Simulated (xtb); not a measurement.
C3H9Sb, triplet, at the geometry of the source list (a higher spin typed on purpose: for a closed-shell molecule this is an excited state); GFN1-xTB in xtb.

xtb was given this input:
```
$ xtb mol.xyz --gfn 1 --uhf 2 --acc 1000 --json

# file mol.xyz
13

Sb    -0.00200000     0.01770000     1.22880000
C      0.18730000    -1.81640000     0.08130000
H      0.84370000    -2.51580000     0.59200000
H      0.59880000    -1.58780000    -0.89860000
H     -0.79230000    -2.27250000    -0.03440000
C      1.46900000     1.08240000     0.04220000
H      2.46560000     0.71800000     0.26500000
H      1.42780000     2.14210000     0.26600000
H      1.25900000     0.93180000    -1.01090000
C     -1.65400000     0.73500000     0.01980000
H     -2.56070000     0.20220000     0.28500000
H     -1.43260000     0.56960000    -1.02890000
H     -1.80950000     1.79370000     0.19270000
```

Q: Write the output that xtb gives for this input, abridged.

A: 
```
   ID    Z sym.   atoms
    1   51 Sb     1
    2    6 C      2, 6, 10
    3    1 H      3-5, 7-9, 11-13

           -------------------------------------------------
          |                Calculation Setup                |
           -------------------------------------------------

           -------------------------------------------------
          |                 G F N 1 - x T B                 |
           -------------------------------------------------

          ...................................................
          :                      SETUP                      :
          :.................................................:
          :  # basis functions                  40          :
          :  # atomic orbitals                  39          :
          :  # shells                           27          :
          :  # electrons                        26          :
          :  # halogen bonds                     0          :
          :  max. iterations                   250          :
          :  Hamiltonian                  GFN1-xTB          :
          :  restarted?                      false          :
          :  GBSA solvation                  false          :
          :  PC potential                    false          :
          :  electronic temp.          300.0000000     K    :
          :  accuracy                 1000.0000000          :
          :  -> integral cutoff          0.2000000E+02      :
          :  -> integral neglect         0.1000000E-04      :
          :  -> SCF convergence          0.1000000E-02 Eh   :
          :  -> wf. convergence          0.2000000E-01 e    :
          :  Broyden damping             0.4000000          :
          :  net charge                          0          :
          :  unpaired electrons                  2          :
          ...................................................

 iter      E             dE          RMSdq      gap      omega  full diag
   1    -13.6162909 -0.136163E+02  0.706E+00    0.04       0.0  T
   2    -13.6221390 -0.584811E-02  0.416E+00    0.01       1.0  T
   3    -13.5507009  0.714381E-01  0.220E+00    0.09       1.0  T
   4    -13.6306286 -0.799278E-01  0.359E-01    0.02       1.0  T
   5    -13.6290724  0.155622E-02  0.336E-01    0.07       1.0  T
   6    -13.6314257 -0.235331E-02  0.595E-02    0.03       1.0  T
   7    -13.6314814 -0.557060E-04  0.187E-02    0.03       1.5  T
   8    -13.6314888 -0.739522E-05  0.526E-03    0.03       5.3  T

   *** convergence criteria satisfied after 8 iterations ***

 transition dipole moment (au) for excitation:          13          14
     X       Y       Z
   1.1328  -0.1376   0.0082  total (au/Debye):    1.141   2.901
 dE (eV)             :    6.021
 oscillator strength :  0.27168E+00

         :::::::::::::::::::::::::::::::::::::::::::::::::::::
         ::                     SUMMARY                     ::
         :::::::::::::::::::::::::::::::::::::::::::::::::::::
         :: total energy             -13.466392921354 Eh    ::
         :: gradient norm              0.092912342767 Eh/a0 ::
         :: HOMO-LUMO gap              0.028578549799 eV    ::
         ::.................................................::
         :: SCC energy               -13.631488819375 Eh    ::
         :: -> electrostatic           0.009524270366 Eh    ::
         :: repulsion energy           0.169653014455 Eh    ::
         :: dispersion energy         -0.004557116434 Eh    ::
         :: halogen bond corr.         0.000000000000 Eh    ::
         :: add. restraining           0.000000000000 Eh    ::
         :: total charge               0.000000000312 e     ::
         :::::::::::::::::::::::::::::::::::::::::::::::::::::

           -------------------------------------------------
          |                Property Printout                |
           -------------------------------------------------

    * Orbital Energies and Occupations

         #    Occupation            Energy/Eh            Energy/eV
      -------------------------------------------------------------
         1        2.0000           -0.8523002             -23.1923
         2        2.0000           -0.6137218             -16.7002
         3        2.0000           -0.6123071             -16.6617
         4        2.0000           -0.6085548             -16.5596
         5        2.0000           -0.5201986             -14.1553
         6        2.0000           -0.5144580             -13.9991
         7        2.0000           -0.5124408             -13.9442
         8        2.0000           -0.5067434             -13.7892
         9        2.0000           -0.5048977             -13.7390
        10        2.0000           -0.5022702             -13.6675
        11        2.0000           -0.4356603             -11.8549
        12        2.0000           -0.4339492             -11.8084
        13        1.0000           -0.4072062             -11.0806
        14        0.6348           -0.1859455              -5.0598 (HOMO)
        15        0.3652           -0.1848953              -5.0313 (LUMO)
        16                         -0.1307255              -3.5572
        17                         -0.1249721              -3.4007
        18                         -0.1176418              -3.2012
        19                         -0.1140574              -3.1037
        20                         -0.1104783              -3.0063
        21                         -0.1094663              -2.9787
        22                         -0.0617923              -1.6815
        23                         -0.0390053              -1.0614
        24                         -0.0370733              -1.0088
        25                         -0.0329262              -0.8960
       ...                                ...                  ...
        39                          0.5123996              13.9431
      -------------------------------------------------------------
                  HL-Gap            0.0010502 Eh            0.0286 eV
             Fermi-level           -0.3029627 Eh           -8.2440 eV

  Mulliken/CM5 charges         n(s)   n(p)   n(d)
     1Sb    0.24862  0.23703   1.940  2.516  0.295
     2C    -0.16656 -0.31864   1.064  3.103  0.000
     3H     0.01831  0.07000   0.982  0.000  0.000
     4H     0.04383  0.09612   0.956  0.000  0.000
     5H     0.02854  0.08058   0.971  0.000  0.000
     6C    -0.17251 -0.32568   1.065  3.108  0.000
     7H     0.01794  0.07004   0.982  0.000  0.000
     8H     0.02393  0.07613   0.976  0.000  0.000
     9H     0.04474  0.09739   0.955  0.000  0.000
    10C    -0.17317 -0.32622   1.065  3.108  0.000
    11H     0.01871  0.07083   0.981  0.000  0.000
    12H     0.04502  0.09765   0.955  0.000  0.000
    13H     0.02258  0.07477   0.977  0.000  0.000

Wiberg/Mayer (AO) data.
largest (>0.10) Wiberg bond orders for each atom

 ---------------------------------------------------------------------------
     #   Z sym  total        # sym  WBO       # sym  WBO       # sym  WBO
 ---------------------------------------------------------------------------
     1  51 Sb   2.326 --     2 C    0.734     6 C    0.708    10 C    0.698
     2   6 C    3.854 --     3 H    0.987     5 H    0.982     4 H    0.969
                             1 Sb   0.734
     3   1 H    1.020 --     2 C    0.987
     4   1 H    0.999 --     2 C    0.969
     5   1 H    1.008 --     2 C    0.982
     6   6 C    3.838 --     7 H    0.985     8 H    0.984     9 H    0.968
                             1 Sb   0.708
     7   1 H    1.027 --     6 C    0.985
     8   1 H    1.011 --     6 C    0.984
     9   1 H    0.999 --     6 C    0.968
    10   6 C    3.833 --    11 H    0.985    13 H    0.984    12 H    0.967
                             1 Sb   0.698
    11   1 H    1.024 --    10 C    0.985
    12   1 H    0.999 --    10 C    0.967
    13   1 H    1.016 --    10 C    0.984
 ---------------------------------------------------------------------------

Topologies differ in total number of bonds
Writing topology from bond orders to xtbtopo.mol

 dipole moment from electron density (au)
     X       Y       Z
  -0.0545   0.0541  -0.5271  total (Debye):    1.354

           -------------------------------------------------
          | TOTAL ENERGY              -13.466392921354 Eh   |
          | GRADIENT NORM               0.092912342767 Eh/α |
          | HOMO-LUMO GAP               0.028578549799 eV   |
           -------------------------------------------------

normal termination of xtb
```
